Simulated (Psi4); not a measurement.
Psi4 input (wB97X-D/6-311+G**):

```
memory 1500 MB

molecule {
0 1
C     0.49340100   -0.59685400    0.01157200
C    -0.79925400   -0.33162200    0.07436000
F    -1.72376400   -1.26740200    0.19996900
F    -1.34397000    0.86328500    0.02315200
Cl    1.68238800    0.63658900   -0.15211800
H     0.84413700   -1.61410400    0.06231800
symmetry c1
no_reorient
no_com
}

set {
  basis 6-311+G**
  reference rks
  scf_type df
  df_basis_scf def2-universal-jkfit
  dft_radial_points 99
  dft_spherical_points 590
  e_convergence 1e-8
  d_convergence 1e-7
  maxiter 150
}

e = energy('wb97x-d')
print_out(f'\nFINAL {e:.10f} DIPOLE {variable("CURRENT DIPOLE")[0]:.6f} {variable("CURRENT DIPOLE")[1]:.6f} {variable("CURRENT DIPOLE")[2]:.6f}\n')
```

Output:

```
   => Loading Basis Set <=

    Name: 6-311+G**
    Role: ORBITAL
    Keyword: BASIS
    atoms 1-2 entry C          line   129 file 6-311pgss.gbs
    atoms 3-4 entry F          line   192 file 6-311pgss.gbs
    atoms 5   entry CL         line   468 file 6-311pgss.gbs
    atoms 6   entry H          line    42 file 6-311pgss.gbs

   => WB97X-D: Empirical Dispersion <=

    Chai and Head-Gordon Dispersion Correction
    Chai, J.-D.; Head-Gordon, M. (2010), J. Chem. Phys., 132: 6615-6620

        s6 =       1.000000

         ---------------------------------------------------------
                                   SCF
               by Justin Turney, Rob Parrish, Andy Simmonett
                          and Daniel G. A. Smith
                              RKS Reference
         ---------------------------------------------------------

  ==> Geometry <==

    Molecular point group: c1
    Full point group: C1

    Geometry (in Angstrom), charge = 0, multiplicity = 1:

       Center              X                  Y                   Z               Mass
    ------------   -----------------  -----------------  -----------------  -----------------
         C            0.493401000000    -0.596854000000     0.011572000000    12.000000000000
         C           -0.799254000000    -0.331622000000     0.074360000000    12.000000000000
         F           -1.723764000000    -1.267402000000     0.199969000000    18.998403162730
         F           -1.343970000000     0.863285000000     0.023152000000    18.998403162730
         CL           1.682388000000     0.636589000000    -0.152118000000    34.968852682000
         H            0.844137000000    -1.614104000000     0.062318000000     1.007825032230

  Running in c1 symmetry.

  Rotational constants: A =      0.35593  B =      0.07580  C =      0.06249 [cm^-1]
  Rotational constants: A =  10670.57359  B =   2272.33274  C =   1873.38864 [MHz]
  Nuclear repulsion =  212.328157377483535

  Charge       = 0
  Multiplicity = 1
  Electrons    = 48
  Nalpha       = 24
  Nbeta        = 24

  ==> Algorithm <==

  SCF Algorithm Type is DF.
  DIIS enabled.
  MOM disabled.
  Fractional occupation disabled.
  Guess Type is SAD.
  Energy threshold   = 1.00e-08
  Density threshold  = 1.00e-07
  Integral threshold = 1.00e-12

  ==> Primary Basis <==

  Basis Set: 6-311+G**
    Blend: 6-311+G**
    Number of shells: 58
    Number of basis functions: 124
    Number of Cartesian functions: 129
    Spherical Harmonics?: true
    Max angular momentum: 2

  ==> DFT Potential <==

   => LibXC <=

    Version 7.1.2
    S. Lehtola, C. Steigemann, M. J. T. Oliveira, and M. A. L. Marques,  SoftwareX 7, 1–5 (2018) (10.1016/j.softx.2017.11.002)

   => Composite Functional: WB97X-D <=

    wB97X-D Hyb-GGA Exchange-Correlation Functional

    J.-D. Chai and M. Head-Gordon,  Phys. Chem. Chem. Phys. 10, 6615–6620 (2008) (10.1039/B810189B)

    Deriv               =              1
    GGA                 =           TRUE
    Meta                =          FALSE

    Exchange Hybrid     =           TRUE
    MP2 Hybrid          =          FALSE

   => Exchange-Correlation Functionals <=

    1.0000   wB97X-D range-separated functional

   => Exact (HF) Exchange <=

    0.7780            HF,LR [omega = 0.2000]
    0.2220               HF

   => LibXC Density Thresholds  <==

    XC_HYB_GGA_XC_WB97X_D:  1.00E-14

   => Molecular Quadrature <=

    Radial Scheme          =       TREUTLER
    Pruning Scheme         =           NONE
    Nuclear Scheme         =       TREUTLER

    Blocking Scheme        =         OCTREE
    BS radius alpha        =              1
    Pruning alpha          =              1
    Radial Points          =             99
    Spherical Points       =            590
    Total Points           =         337552
    Total Blocks           =           2487
    Max Points             =            256
    Max Functions          =            115
    Weights Tolerance      =       1.00E-15

   => Loading Basis Set <=

    Name: DEF2-UNIVERSAL-JKFIT
    Role: JKFIT
    Keyword: DF_BASIS_SCF
    atoms 1-2 entry C          line   198 file def2-universal-jkfit.gbs
    atoms 3-4 entry F          line   378 file def2-universal-jkfit.gbs
    atoms 5   entry CL         line   986 file def2-universal-jkfit.gbs
    atoms 6   entry H          line    18 file def2-universal-jkfit.gbs

  ==> Integral Setup <==

  SCF_SUBTYPE=INCORE selected. In-core MEM_DF algorithm will be used.
  Using in-core AOs.

  ==> MemDFJK: Density-Fitted J/K Matrices <==

    J tasked:                   Yes
    K tasked:                   Yes
    wK tasked:                  Yes
    Omega:                2.000E-01
    Algorithm:                 Core
    Schwarz Cutoff:           1E-12
    Mask sparsity (%):       5.0728
    Fitting Condition:        1E-10

   => Auxiliary Basis Set <=

  Basis Set: DEF2-UNIVERSAL-JKFIT
    Blend: DEF2-UNIVERSAL-JKFIT
    Number of shells: 144
    Number of basis functions: 450
    Number of Cartesian functions: 539
    Spherical Harmonics?: true
    Max angular momentum: 4

  Cached 50.0% of DFT collocation blocks in 0.449 [GiB].

  Minimum eigenvalue in the overlap matrix is 9.3844549859E-05.
  Reciprocal condition number of the overlap matrix is 1.1631132384E-05.
    Using symmetric orthogonalization.

  ==> Pre-Iterations <==

  SCF Guess: Superposition of Atomic Densities via on-the-fly atomic UHF (no occupation information).

   -------------------------
    Irrep   Nso     Nmo
   -------------------------
     A        124     124
   -------------------------
    Total     124     124
   -------------------------

  ==> Iterations <==

                           Total Energy        Delta E     RMS |[F,P]|

   @DF-RKS iter SAD:  -736.33400501813685   -7.36334e+02   0.00000e+00
   @DF-RKS iter   1:  -736.56925448403331   -2.35249e-01   4.00581e-03 ADIIS/DIIS
   @DF-RKS iter   2:  -736.60156547256827   -3.23110e-02   3.31113e-03 ADIIS/DIIS
   @DF-RKS iter   3:  -736.66378374038095   -6.22183e-02   5.19946e-04 ADIIS/DIIS
   @DF-RKS iter   4:  -736.66557530287741   -1.79156e-03   1.13675e-04 ADIIS/DIIS
   @DF-RKS iter   5:  -736.66567018014518   -9.48773e-05   4.17488e-05 DIIS
   @DF-RKS iter   6:  -736.66568194640752   -1.17663e-05   1.14371e-05 DIIS
   @DF-RKS iter   7:  -736.66568276084035   -8.14433e-07   4.35132e-06 DIIS
   @DF-RKS iter   8:  -736.66568290198074   -1.41140e-07   1.34711e-06 DIIS
   @DF-RKS iter   9:  -736.66568291873398   -1.67532e-08   2.89861e-07 DIIS
   @DF-RKS iter  10:  -736.66568291960016   -8.66180e-10   7.79658e-08 DIIS
  Energy and wave function converged.

  ==> Post-Iterations <==

   Electrons on quadrature grid:
      Ntotal   =   48.0000001946 ; deviation = 1.946e-07

    Orbital Energies [Eh]
    ---------------------

    Doubly Occupied:

       1A   -101.746575     2A    -24.872467     3A    -24.871324
       4A    -10.484531     5A    -10.366431     6A     -9.614855
       7A     -7.364585     8A     -7.353950     9A     -7.353737
      10A     -1.425093    11A     -1.364161    12A     -1.002970
      13A     -0.881402    14A     -0.756222    15A     -0.701455
      16A     -0.646486    17A     -0.645446    18A     -0.567901
      19A     -0.564967    20A     -0.551643    21A     -0.531024
      22A     -0.469035    23A     -0.418964    24A     -0.349213

    Virtual:

      25A      0.061780    26A      0.063880    27A      0.066226
      28A      0.088911    29A      0.110429    30A      0.117798
      31A      0.124804    32A      0.139866    33A      0.143926
      34A      0.147360    35A      0.162505    36A      0.176523
      37A      0.191389    38A      0.212982    39A      0.238339
      40A      0.263164    41A      0.333082    42A      0.333495
      43A      0.337996    44A      0.374497    45A      0.385162
      46A      0.390601    47A      0.403631    48A      0.416019
      49A      0.462918    50A      0.473888    51A      0.515217
      52A      0.527568    53A      0.553735    54A      0.601593
      55A      0.604784    56A      0.652728    57A      0.654882
      58A      0.706166    59A      0.770887    60A      0.842472
      61A      0.865558    62A      0.899915    63A      0.913152
      64A      0.935999    65A      0.994783    66A      1.024512
      67A      1.121437    68A      1.151660    69A      1.216930
      70A      1.246323    71A      1.374547    72A      1.376370
      73A      1.457523    74A      1.474859    75A      1.498276
      76A      1.501562    77A      1.523630    78A      1.555534
      79A      1.673348    80A      1.709006    81A      1.839671
      82A      1.892701    83A      1.952191    84A      1.994213
      85A      2.036255    86A      2.036836    87A      2.211500
      88A      2.345469    89A      2.350218    90A      2.451711
      91A      2.543167    92A      2.687840    93A      2.706840
      94A      2.724619    95A      2.911219    96A      3.123384
      97A      3.282367    98A      3.400114    99A      3.763905
     100A      3.807619   101A      3.828408   102A      3.831214
     103A      3.906655   104A      4.037024   105A      4.056731
     106A      4.074763   107A      4.318114   108A      4.757634
     109A      4.998921   110A      6.335954   111A      6.381915
     112A      6.445702   113A      6.445986   114A      6.608282
     115A      6.965901   116A      9.844946   117A     23.588931
     118A     24.279924   119A     25.915835   120A     25.988376
     121A     26.452782   122A     66.858760   123A     66.890182
     124A    215.912007

    Final Occupation by Irrep:
              A
    DOCC [    24 ]
    NA   [    24 ]
    NB   [    24 ]

  @DF-RKS Final Energy:  -736.66568291960016

   => Energetics <=

    Nuclear Repulsion Energy =            212.3281573774835351
    One-Electron Energy =               -1438.5231953270570102
    Two-Electron Energy =                 532.7877341471006503
    DFT Exchange-Correlation Energy =     -43.2573183123370413
    Empirical Dispersion Energy =          -0.0010608047904256
    VV10 Nonlocal Energy =                  0.0000000000000000
    Total Energy =                       -736.6656829196001581

Computation Completed

Properties will be evaluated at   0.000000,   0.000000,   0.000000 [a0]

Properties computed using the SCF density matrix

 Multipole Moments:

 ------------------------------------------------------------------------------------
     Multipole            Electronic (a.u.)      Nuclear  (a.u.)        Total (a.u.)
 ------------------------------------------------------------------------------------

 L = 1.  Multiply by 2.5417464519 to convert [e a0] to [Debye]
 Dipole X            :          0.1585746            0.0000170            0.1585916
 Dipole Y            :         -0.4176837           -0.0000000           -0.4176837
 Dipole Z            :          0.0199268           -0.0000132            0.0199136
 Magnitude           :                                                    0.4472220

 ------------------------------------------------------------------------------------

FINAL -736.6656829196 DIPOLE 0.158592 -0.417684 0.019914

*** Psi4 exiting successfully. Buy a developer a beer!
```

The geometry given is a B3LYP-D3(BJ)/def2-TZVP minimum.
